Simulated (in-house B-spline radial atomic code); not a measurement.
A radial electron density 4πr²n(r) was computed for an atom or ion in its tabulated ground configuration with a B-spline radial code for spherical atoms; method: non-relativistic Hartree-Fock, average of configuration. Columns: r (bohr), 4πr²n(r) (electrons per bohr), bar.

```
  0.0036   0.3873 #
  0.0043   0.5404 #
 0.00513    0.749 ##
 0.00612    1.033 ##
  0.0073    1.415 ###
 0.00871    1.926 #####
  0.0104    2.601 ######
  0.0124     3.47 ########
  0.0148    4.578 ###########
  0.0176    5.922 ##############
   0.021    7.567 ##################
  0.0251    9.491 #######################
    0.03    11.61 ############################
  0.0357    13.73 #################################
  0.0426    15.74 ######################################
  0.0509    17.34 ##########################################
  0.0607    18.23 ############################################
  0.0724    18.19 ############################################
  0.0864    17.19 #########################################
   0.103    15.46 #####################################
   0.123    13.52 #################################
   0.147    12.12 #############################
   0.175    11.89 #############################
   0.209    13.01 ###############################
   0.249       15 ####################################
   0.297    16.87 #########################################
   0.354    17.44 ##########################################
   0.423    16.02 #######################################
   0.505    12.77 ###############################
   0.602    8.727 #####################
   0.718    5.088 ############
   0.857     2.67 ######
    1.02    1.536 ####
    1.22    1.118 ###
    1.45   0.8871 ##
    1.74   0.5812 #
    2.07   0.2907 #
    2.47   0.1007 
    2.95  0.02278 
    3.52 0.003184 
    4.19 0.0002606 
       5 1.048e-05
```

(1) Which atom or ion is it?
A. Si5+
B. Cl5+
C. S5+
D. K6+

Answers

(1) C. The area under the curve, ∫4πr²n dr = ∫r·4πr²n d(ln r) on this logarithmic grid, is 11 electrons, which only this option has. The configuration is [Ne] 3s1.
